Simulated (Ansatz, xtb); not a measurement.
## Relaxing a trial structure of CH5OSn+

The starting geometry of this gas-phase singlet has its atoms placed at random.

```yaml
atoms:
  - { symbol: C, position_ang: [-0.7755, -0.1050, -0.0046] }
  - { symbol: O, position_ang: [1.3513, 1.2549, -0.4317] }
  - { symbol: Sn, position_ang: [1.1172, -1.0604, 1.6976] }
  - { symbol: H, position_ang: [1.4596, 0.1746, -0.3831] }
  - { symbol: H, position_ang: [-1.1523, -0.6464, 1.2240] }
  - { symbol: H, position_ang: [1.3613, -1.0450, -0.5303] }
  - { symbol: H, position_ang: [2.1753, 0.7048, 0.3753] }
  - { symbol: H, position_ang: [-0.7619, 1.3765, -0.3588] }
```

Task: Guess where an optimisation with r2SCAN-D4/def2-SVP ends from this start.

Result: It ends as `[OH2+][CH2][SnH]`. Contacts that close: C1–O2 (2.56 → 1.51 Å), C1–Sn3 (2.72 → 2.29 Å), C1–H5 (1.39 → 1.10 Å), C1–H8 (1.52 → 1.10 Å), O2–H7 (1.28 → 0.98 Å), Sn3–H6 (2.24 → 1.85 Å).

The energy falls by 10.32 eV over 26 steps:

```csv
step,E − E(last) (eV)
1,10.318
4,4.571
7,2.680
9,1.691
12,0.746
15,0.250
18,0.068
20,0.031
23,0.001
26,0.000
```

Final geometry (Å):

```yaml
atoms:
  - { symbol: C, position_ang: [-0.1177, 0.2266, 0.5545] }
  - { symbol: O, position_ang: [1.1816, 0.8656, 0.1342] }
  - { symbol: Sn, position_ang: [0.3098, -2.0231, 0.5873] }
  - { symbol: H, position_ang: [1.7335, 0.1017, -0.2669] }
  - { symbol: H, position_ang: [-0.3723, 0.6917, 1.5175] }
  - { symbol: H, position_ang: [1.7930, -1.3582, -0.3044] }
  - { symbol: H, position_ang: [1.1270, 1.6589, -0.4371] }
  - { symbol: H, position_ang: [-0.8799, 0.4908, -0.1966] }
```

From the same start GFN2-xTB ends elsewhere, differing in C1–O2 (3.34 against 1.51 Å here), C1–H6 (1.10 against 2.63 Å here), O2–Sn3 (2.44 against 3.05 Å here), Sn3–H6 (2.83 against 1.85 Å here).

From so rough a start the end depends on the optimiser's path, so another program may land elsewhere. The end wasn't checked by frequencies. Atoms past krypton carry core potentials, without spin–orbit terms. Run with Ansatz 0.2.0, 2.3 min on 1 thread of Arm Neoverse N1, on a shared host.
